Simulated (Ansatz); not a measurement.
Abstraction of H: C2HF3Si + C2H6GaO → Si(CC)F3 + C2H7GaO

Species: C2HF3Si `C#C[Si](F)(F)F`, singlet; C2H6GaO `C[O][Ga][CH3]`, doublet; Si(CC)F3, doublet; C2H7GaO `C[O][GaH][CH3]`, singlet. A radical takes H: the energy is the difference in strength between the C–H bond broken and the Ga–H bond made.

Shapes, held fixed at every level: PBE0-D4/def2-TZVP. Flexible molecules stand in one conformer, not always the lowest. Programs: Ansatz 0.2.0. The zero-point and thermal change to 298 K, harmonic and unscaled (PBE0-D4/def2-TZVP), is -9.7 kJ/mol.

```
                level           kind  ΔH(298 K) (kJ/mol)  CPU time (sum over the molecules)
          HF/def2-SVP   Hartree–Fock              +166.9                                  –
        HF/def2-TZVPP   Hartree–Fock              +172.5                                  –
     SPW92/def2-TZVPP            LDA              +249.7                               28 s
    PBE-D4/def2-TZVPP            GGA              +238.1                               47 s
 r2SCAN-D4/def2-TZVPP       meta-GGA              +221.8                               88 s
r2SCAN0-D4/def2-TZVPP  global hybrid              +218.7                               98 s
    B2PLYP/def2-TZVPP  double hybrid              +235.9                               96 s
```

B2PLYP/def2-TZVPP gives ΔH(298 K) = +235.9 kJ/mol; the levels span +166.9 to +249.7. The median of the levels is +221.8. No measured value is set beside it here. Spin contamination: Si(CC)F3 (⟨S²⟩ up to 1.18). Open shells run unrestricted. Relativity is left out for Ga. Outer-core shells of Ga are correlated, in sets that cover them unevenly. Times are processor times on shared x86 and Arm servers, and rough.
